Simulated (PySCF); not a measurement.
**Dipole moment and polarisability of `C=C(Cl)O/C=C/OC=O`**

Compound: C₅H₅ClO₃.
Atom-mapped SMILES: `[CH2:1]=[C:2]([Cl:3])[O:4]/[CH:5]=[CH:6]/[O:7][CH:8]=[O:9]` (hydrogens: H10, H11 on C1; H12 on C5; H13 on C6; H14 on C8)

Geometry (GFN2-xTB, Å), atoms numbered from 1 in this order:
```xyz
14
C5H5ClO3 angstrom
C     -3.387    0.086   -0.428
C     -2.264    0.392    0.204
Cl    -2.302    1.256    1.715
O     -1.057    0.096   -0.317
C      0.062    0.053    0.452
C      1.253   -0.152   -0.101
O      2.372   -0.212    0.703
C      3.555   -0.397    0.122
O      3.769   -0.519   -1.047
H     -3.350   -0.450   -1.357
H     -4.344    0.369   -0.036
H     -0.051    0.186    1.520
H      1.418   -0.286   -1.161
H      4.324   -0.421    0.910
```

Level: PBE0/def2-SVPD (PySCF), static field, nuclei fixed, core orbitals frozen in the response. The polarisability tensor in these axes (au):

```
x   143.45  -8.11  -2.98
y    -8.11  60.94  10.55
z    -2.98  10.55  82.23
```

Problem. What are the eigenvalues, a third of the trace, and Δα (Δα² = ½Σ(αi − αj)² over the three pairs)?

Solution. Principal values 56.13, 85.99 and 144.50 au; mean 95.54 au = 14.16 Å³ = 15.75 × 10⁻⁴⁰ C²·m²/J; Δα = 77.86 au (81 % of the mean).

Problem. What is the dipole moment, and where does it point?

Solution. (-1.19, -0.07, 1.49) D, 1.91 D in size, pointing from the negative to the positive side. Measured along this direction, the outermost atoms are O9 at the negative end and Cl3 and H11 at the positive end.

Problem. In TDDFT the mean static polarisability is Σ f/ω² over all singlet excitations (ω in hartree). How much of it do the 6 lowest give? Their energies (eV) and oscillator strengths: 5.25, 0.5112; 5.68, 0.0640; 5.82, 0.0023; 6.01, 0.0754; 6.39, 0.0104; 6.46, 0.0230.

Solution. They add up to 17.41 au, 18.2 % of the 95.54 au; the largest single term is 13.75 au, from the state at 5.25 eV. Terms in order: 13.75, 1.47, 0.05, 1.55, 0.19, 0.41 au. Higher excitations give the rest. The strengths listed sum to 0.686.

Problem. Find the Langevin capture rate constant for O2+ (31.990 u) meeting this molecule (147.993 u), k = 2.342 × 10⁻⁹ cm³/s × √(α in Å³ / reduced mass in u).

Solution. The reduced mass is 26.30 u, so k = 1.72 × 10⁻⁹ cm³/s. The formula leaves out the permanent dipole, which adds to the capture rate.

Problem. Molar refractivity from α?

Solution. Lorentz–Lorenz: R = (4π/3)N_A α = 2.5225 cm³/(mol·Å³) × 14.16 Å³ = 35.7 cm³/mol, in the limit of long wavelengths.

One conformer (not necessarily the lowest) at the GFN2-xTB geometry, without solvent, vibrations or thermal averaging.
